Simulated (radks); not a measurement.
The numbers below are computed, except where a source is named.
The silicon anion Si- inside a hard spherical wall (all orbitals vanish at R), configuration held at [Ne] 3s2 3p3 and not refilled when levels cross. Level of theory: scalar-relativistic Kohn-Sham, PBE, spin-polarised, spherical densities, finite nucleus; open shells are filled with parallel spins first; Fermi nuclear charge, rms radius 3.1224 fm (a radial shooting solver on a logarithmic mesh with Libxc functionals). Eigenvalues in eV for spin up, with the zero of energy where the potential of the charges vanishes at infinity; a dash marks a level that is unbound or too diffuse for the functional's potential to be trusted. A positive occupied level is held by the wall or, in an anion where self-interaction has pushed it up, behind a barrier. The pressure on the wall is -dE/dV.

R (bohr) = 15: E (hartree) -289.92248; kinetic (hartree) 290.636; e(2s) -132.49; e(2p) -88.576; e(3s) -5.052; e(3p) 1.154; e(4s, empty) 2.599; e(4p, empty) 3.219; pressure (GPa) 0.00234
R (bohr) = 10: E (hartree) -289.91734; kinetic (hartree) 290.658; e(2s) -132.00; e(2p) -88.082; e(3s) -4.647; e(3p) 1.528; e(4s, empty) 4.369; e(4p, empty) 6.013; pressure (GPa) 0.0740
R (bohr) = 8: E (hartree) -289.90374; kinetic (hartree) 290.715; e(2s) -131.24; e(2p) -87.317; e(3s) -4.087; e(3p) 2.095; e(4s, empty) 6.533; e(4p, empty) 9.142; pressure (GPa) 0.476
R (bohr) = 7: E (hartree) -289.88361; kinetic (hartree) 290.798; e(2s) -130.41; e(2p) -86.491; e(3s) -3.524; e(3p) 2.706; e(4s, empty) 8.723; e(4p, empty) 12.064; pressure (GPa) 1.43
R (bohr) = 4: E (hartree) -289.28309; kinetic (hartree) 292.869; e(2s) -119.53; e(2p) -75.570; e(3s) 3.943; e(3p) 11.712; e(4s, empty) 38.074; e(4p, empty) 45.364; pressure (GPa) 106
R (bohr) = 3: E (hartree) -287.74049; kinetic (hartree) 297.164; e(2s) -105.98; e(2p) -61.946; e(3s) 16.623; e(3p) 26.685; e(4s, empty) 84.209; e(4p, empty) 92.969; pressure (GPa) 759
R (bohr) = 2.5: E (hartree) -285.50099; kinetic (hartree) 302.715; e(2s) -93.661; e(2p) -49.515; e(3s) 32.754; e(3p) 44.794; e(4s, empty) 137.62; e(4p, empty) 145.67; pressure (GPa) 2480
R (bohr) = 2: E (hartree) -280.01664; kinetic (hartree) 315.318; e(2s) -73.677; e(2p) -29.083; e(3s) 69.888; e(3p) 84.018; e(4s, empty) 247.43; e(4p, empty) 249.87; pressure (GPa) 10100
R (bohr) = 1.5: E (hartree) -263.71925; kinetic (hartree) 350.206; e(2s) -35.151; e(2p) 11.677; e(3s) 174.82; e(3p) 185.81; e(4s, empty) 516.07; e(4p, empty) 493.30; pressure (GPa) 59600
